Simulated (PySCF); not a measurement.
Gas-phase reaction: 2 Cu + I2 ⇌ 2 CuI

Computed with PySCF (xtb for GFN2) and rigid-rotor harmonic-oscillator thermochemistry at 1 bar. † marks an energy on the PBE0/def2-TZVP geometry and frequencies; other levels use their own. MP2 freezes the core. Open shells (unrestricted): Cu (multiplicity 2); the rest are closed-shell singlets. GFN2 has no spin-polarisation term. I: scalar-relativistic def2 core potential, no spin-orbit coupling. Cu: all electrons, no relativistic terms. MP2 isn't extrapolated to the basis-set limit.

```tsv
level	ΔH°(298 K), kJ
BLYP/def2-TZVP†	-347
GFN2-xTB	-853
HF/def2-TZVP†	(withheld)
MP2/def2-SVP†	(withheld)
MP2/def2-TZVPP†	(withheld)
PBE0/def2-QZVP†	(withheld)
LDA/def2-TZVP†	-421
ωB97M-V/def2-TZVP†	-409
```

Task: Fill in the missing entries.

Result: 
- HF/def2-TZVP†, ΔH°(298 K), kJ: -331
- MP2/def2-SVP†, ΔH°(298 K), kJ: -458
- MP2/def2-TZVPP†, ΔH°(298 K), kJ: -418
- PBE0/def2-QZVP†, ΔH°(298 K), kJ: -383
